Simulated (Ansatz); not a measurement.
Harmonic frequencies (cm⁻¹) at PBE0-D4/def2-TZVP from Ansatz: 35, 82, 106, 172, 453, 503, 517, 552, 632, 675, 759, 811, 841, 865, 886, 889, 953, 1021, 1062, 1395, 2154, 2158, 2158, 2239, 2244, 3072, 3132.

Each molecule was computed in one conformer, which needn't be the lowest.

Which molecule is it?
A. `Cl[SiH2][CH2][GeH3]`
B. `C[SiH](Cl)[GeH3]`
C. `C[SiH2][GeH2][Cl]`
D. `[CH3][GeH]([SiH3])[Cl]`

A.
